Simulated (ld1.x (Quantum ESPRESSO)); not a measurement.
Ca (Z = 20): TM pseudisation with PW91, scalar-relativistic reference atom.

| Quantity | Value |
| --- | --- |
| Element | Ca (Z = 20) |
| Generator | ld1.x (Quantum ESPRESSO) 7.5 |
| Type | norm-conserving Troullier–Martins (Kleinman–Bylander form) |
| Functional | PW91 |
| Relativity | scalar-relativistic |
| Frozen core | [Ar] |
| Valence charge | 2 |
| Reference configuration | 3d0 4s1.5 4p0 (charge +0.5) |
| Partial waves | 4p (bound, empty): rc 3.05 bohr; 3d (bound, empty): rc 2.00 bohr; 4s (bound): rc 2.90 bohr |
| Local potential | the s channel |
| Core correction | Bessel-smoothed model core, default radius (core density twice the valence density) |

Results:

| Quantity | Value |
| --- | --- |
| Cutoffs needed | 6 Ry and 10 Ry (the cutoffs (Ry, on a coarse ladder) from which the occupation-weighted sum of valence levels, in a spherical-Bessel basis at the reference potential, stays within 10 and 1 mRy of its value at 400 Ry) The cutoffs count occupied waves only; the empty 3d level needs 40 Ry at the loose tolerance. |
| Ghost test | no extra level below or beside the all-electron valence levels (p, d, s, f tested) (spherical-Bessel basis up to 400 Ry, 20 bohr box) |
| Largest excitation error | -133 meV (all-electron minus pseudo) for 3d1 4s1 4p0, out of 7 test configurations |

Generation and tests took about 1.8 s on one core of a shared server CPU.
